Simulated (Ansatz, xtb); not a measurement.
Breaking the C5–H7 bond in CH6BN (SMILES BNC) (multiplicity 1 held, fragments rigid). Energies count from the point at 1.093 Å.
Geometry at that point (charge 0, multiplicity 1):
```xyz
9

B     -0.174     0.169     1.360
H     -1.047     0.516     2.096
H      0.905    -0.150     1.760
N     -0.421     0.138    -0.002
C      0.505    -0.252    -1.053
H     -1.332     0.407    -0.344
H      0.678     0.567    -1.756
H      0.130    -1.110    -1.617
H      1.457    -0.526    -0.602
```

R- and RO- levels are restricted; in cc, def2 and unpolarised 6-31G sets they are followed outwards from rest. Active spaces are followed from a long bond inwards. Curves can end on different states.

Frozen-core correlation.

Codes used: Ansatz (an electronic-structure program) with Gaussian orbitals; xtb for the GFN methods. Each number belongs to the level named beside it. The GFN methods have no spin term and hold the electronic entropy of 300 K.

Energies in kcal/mol.

| R (Å) | GFN2-xTB | R-HF/cc-pVDZ | R-SCS-MP2/cc-pVDZ | R-CCSD(T)/cc-pVDZ | FIC-MRCISD+Q on CASSCF(2,2)/cc-pVDZ |
|---|---|---|---|---|---|
| 0.875 | 28.3 | 30.6 | 32.9 | 33.2 | 33.1 |
| 0.984 | 5.4 | 6.0 | 7.2 | 7.3 | 7.3 |
| 1.093 | 0.0 | 0.0 | 0.0 | 0.0 | 0.0 |
| 1.203 | 3.3 | 4.0 | 3.0 | 2.7 | 2.8 |
| 1.312 | 10.8 | 13.3 | 11.2 | 10.6 | 10.7 |
| 1.476 | 25.0 | 31.3 | 27.8 | 26.4 | 26.4 |
| 1.640 | 40.2 | 50.4 | 45.4 | 42.8 | 42.8 |
| 1.913 | 63.6 | 80.2 | 72.2 | 66.3 | 66.2 |
| 2.186 | 82.7 | 105.5 | 93.9 | 83.0 | 83.0 |
| 2.514 | 99.6 | 130.2 | 113.0 | 94.1 | 95.1 |
| 2.952 | 113.3 | 155.6 | 128.6 | 97.0 | 102.3 |
| 3.498 | 120.8 | 178.5 | 135.0 | 90.8 | 104.9 |

Doubts at one or more of the structures used: a restricted determinant that unrestricted orbitals would lower (R-HF/cc-pVDZ, R-SCS-MP2/cc-pVDZ, R-CCSD(T)/cc-pVDZ); other coupled-cluster roots lie near (R-CCSD(T)/cc-pVDZ); T1 above 0.05 (R-CCSD(T)/cc-pVDZ).
